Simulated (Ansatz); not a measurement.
`[InH2][B]1CO1` + CH₃OH → `C[O][InH2]` + `B1CO1` at 500 K and 1 bar (cleavage of the In–B bond).

Isolated molecules relaxed with PBE0-D4/def2-TZVP in Ansatz; ΔE leaves out vibrations. CCSD(T)/CBS adds triple-zeta CCSD(T) − MP2 to the extrapolated MP2 energy (def2 sets, frozen cores). This one scheme is used for every species. def2 core potentials past Kr. For In outer-core shells are correlated without core-valence functions, which leaves a few kJ/mol of doubt a bond.

```tsv
species	CCSD(T)/CBS energy (Eh)	H − E (kJ/mol)	S (J/(mol·K))
`[InH2][B]1CO1`	-330.19118	159.3	384.3
CH₃OH	-115.61712	157.0	265.4
`C[O][InH2]`	-306.01914	175.3	366.5
`B1CO1`	-139.80191	134.2	278.3
```

H − E and S are ideal-gas, rigid-rotor, harmonic terms from PBE0-D4/def2-TZVP. 1 Eh = 2625.50 kJ/mol, R = 8.31446 J/(mol·K).

**Question.** By hand: ΔE, ΔH, ΔS and ΔG.

**Answer.** ΔE = (-306.01914) + (-139.80191) − (-330.19118) − (-115.61712) = -0.01275 Eh = -33.5 kJ/mol. Δ(H − E) = 175.3 + 134.2 − 159.3 − 157.0 = -6.8, so ΔH = -40.3 kJ/mol. ΔS = 366.5 + 278.3 − 384.3 − 265.4 = -4.9 J/(mol·K). ΔG = -40.3 − 500 × (-4.9)/1000 = -37.8 kJ/mol.

**Question.** By hand: the equilibrium constant, and the temperature at which ΔG would vanish if ΔH and ΔS stayed fixed.

**Answer.** log₁₀ K = −ΔG/(RT ln 10) = 3.9. ΔG = 0 at ΔH/ΔS = 8224 K, far beyond where these terms or the molecules hold.

The number of gas molecules stays the same, so ΔS is small and ΔH decides. A doubt of 5 kJ/mol in ΔE shifts log₁₀ K by 0.5 here. These are equilibria of isolated gas molecules and say nothing of rates. Largest T1 diagnostic: 0.017 (customary marks: 0.02 for closed shells, 0.045 for open ones).
